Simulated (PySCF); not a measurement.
**Excitation energy of La⁺ by level of theory**

La⁺ [Xe] 5d2 (3F) → La⁺ [Xe] 4f1 5d1 (high-spin determinant), as a difference of total energies. All numbers are calculated (PySCF 2.14, the spin-free X2C one-electron Hamiltonian (Gaussian nucleus), in x2c-TZVPPall). Correlated levels: valence: [Kr] 4d10 frozen; valence and next inner shell: [Ar] 3d10 frozen. The calculations carry no spin-orbit coupling.

```
                                method  excitation energy (eV)
                                   UHF                   6.428
                                   LDA                   3.957
                                   PBE                   4.044
                                  PBE0                   4.573
                         MP2 (valence)                   5.940
                     SCS-MP2 (valence)                   5.993
    MP2 (valence and next inner shell)                   6.176
SCS-MP2 (valence and next inner shell)                   6.211
```

**Question.** How much does correlation contribute at MP2 (valence and next inner shell)?

**Answer.** 6.176 − (6.428) = -0.252 eV, measured against UHF.

A first-order spin-orbit estimate (lowest level to lowest level, LS coupling) adds 0.015 eV.

The basis was made for the ground configuration and has no added diffuse functions, so the excitation energy can come out too high.

The determinant of the upper state mixes LS terms, which raises its energy above the lowest term, most at the Hartree-Fock and MP2 levels.
